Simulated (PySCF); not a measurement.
Computed shifts of a molecule C₃H₈Ge, PBE/pcSseg-1 in PySCF, GIAO, gas phase, atoms alike by connectivity averaged where their shifts nearly agree, in ppm (number of nuclei): ¹³C: 145.5 (1), 139.8 (1), -7.8 (1). ¹H: 6.85 (1), 6.60 (1), 6.20 (1), 4.68 (2), 0.66 (3). References: ⁷³Ge against GeH4 (σ = 1614.4 ppm); ¹³C against TMS (σ = 182.0 ppm); ¹H against TMS (σ = 31.49 ppm), references at their B3LYP-D3(BJ)/def2-TZVP geometries, non-relativistic. Geometry: PBE0-D3(BJ)/def2-SVP. Other conformers were not sampled.

Question: Pick the molecule that these values belong to.
(A) C1[CH2][GeH2][CH2]1
(B) C=[C](C)[GeH3]
(C) C/C=[CH]\[GeH3]
(D) C=[CH][GeH2][CH3]

Answer: D, C=[CH][GeH2][CH3]
